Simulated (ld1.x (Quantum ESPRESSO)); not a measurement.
**u(r) = r·R(r): atom against pseudo-atom (Si (Z = 14))**

Columns: radius, all-electron u(r) and pseudo u(r) of the 3s shell (level -28.68 eV) of silicon in the configuration [Ne] 3s2 3p0; BP86, scalar-relativistic, PAW scheme, ld1.x (Quantum ESPRESSO) 7.5.

```tsv
r (bohr)	all-electron	pseudo
0.105	0.1258	0.0490
0.210	-0.1740	0.0992
0.315	-0.3534	0.1514
0.420	-0.3718	0.2066
0.525	-0.2813	0.2648
0.630	-0.1341	0.3261
0.735	0.0330	0.3897
0.840	0.1975	0.4545
0.945	0.3467	0.5189
1.050	0.4747	0.5810
1.155	0.5792	0.6386
1.260	0.6608	0.6898
1.365	0.7209	0.7323
1.470	0.7614	0.7644
1.575	0.7845	0.7848
1.680	0.7927	0.7927
1.785	0.7882	0.7882
1.890	0.7735	0.7735
1.995	0.7506	0.7506
2.100	0.7214	0.7214
2.205	0.6876	0.6876
2.310	0.6507	0.6507
2.415	0.6118	0.6118
2.520	0.5719	0.5719
2.625	0.5319	0.5319
2.730	0.4925	0.4925
```

Q: How many radial nodes do the two functions have?

A: The all-electron 3s function has n − l − 1 = 2; the pseudo-wave has 0, since the states of the same l below it are removed with the core.

Q: At about which radius was the pseudo-wave matched?

A: 1.65 bohr, where the columns begin to agree (steps of 0.10 bohr).

Q: Where does each function peak?

A: Outermost all-electron maximum near 1.68 bohr, pseudo maximum near 1.68 bohr (to the table’s step).

Q: Is the pseudo-wave norm-conserving?

A: No, it belongs to a PAW set: the norm inside the radius is not constrained, and the difference is carried by the augmentation charge.
